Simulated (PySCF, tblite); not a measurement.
C5H10F2OSi.
Structure used (PBE0-D3(BJ)/def2-SVP), in Å, numbered top down from 1:
```
atom  x, y, z in Å
F1     2.141    1.411   -0.946
C2     2.433    0.114   -0.675
F3     2.252   -0.585   -1.828
C4     1.520   -0.416    0.395
Si5   -0.269   -0.654   -0.183
C6    -1.057    0.837   -1.018
C7    -2.419    0.873   -0.310
C8    -2.203    0.426    1.138
O9    -1.288   -0.653    1.158
H10    3.507    0.062   -0.423
H11    1.905   -1.383    0.756
H12    1.531    0.275    1.252
H13   -0.388   -1.949   -0.912
H14   -1.140    0.774   -2.113
H15   -0.455    1.731   -0.788
H16   -2.895    1.867   -0.349
H17   -3.110    0.167   -0.802
H18   -1.805    1.265    1.742
H19   -3.146    0.104    1.610
```

Jobs on this species (19 atoms, 80 electrons) with PySCF (density fitting) and tblite. Hardware of each: one thread of an Intel Xeon 6975P-C, on a shared host. Other jobs ran on the host; a repeat could differ by tens of per cent or more.

Task: Rank these jobs by wall time, shortest first.
A. GFN2-xTB; L-BFGS relaxation
B. PBE0-D3(BJ)/def2-SVP, grid level 1; geometry optimisation from a GFN2-xTB start shaken at random; 180 basis functions
C. wB97X-D/pcSseg-1; shieldings, ring-centre shieldings; 210 basis functions
D. delta-SCF UKS SCAN, pcX-2 on the ionised atom, pcseg-1 elsewhere, spin-free X2C; ΔSCF core ionisation, 10 holes; 222 basis functions

Result: A (0.69 s), C (40 s), D (2.4 min), B (6.6 min).

All jobs:

```tsv
level and settings	work	basis functions	SCF cycles	wall time
GFN2-xTB	L-BFGS relaxation	–	–	0.69 s
GFN2-xTB	Hessian by finite differences	–	–	0.72 s
PBE0/pcSseg-1, IEF-PCM tetrahydrofuran	shieldings, ring-centre shieldings	210	14	31 s
PBE0/pcSseg-1	shieldings, ring-centre shieldings, charges and field gradients	210	14	34 s
PBE0/pcSseg-1, IEF-PCM methanol	shieldings, ring-centre shieldings, charges and field gradients	210	14	36 s
wB97X-D/pcSseg-1	shieldings, ring-centre shieldings	210	14	40 s
delta-SCF UKS SCAN, pcX-2 on the ionised atom, pcseg-1 elsewhere, spin-free X2C	ΔSCF core ionisation, 10 holes	222	168	2.4 min
PBE0/def2-SVPD	10 singlets by full TDDFT, 4 Tamm–Dancoff triplets, polarisability, ΔSCF ions	273	14	5.7 min
PBE0-D3(BJ)/def2-SVP, grid level 1	geometry optimisation from a GFN2-xTB start shaken at random	180	216	6.6 min
```

Task: What do all jobs in the table cost together?

Result: About 17 min; the longest takes about 39 % of that, and about 570 times as long as the shortest.
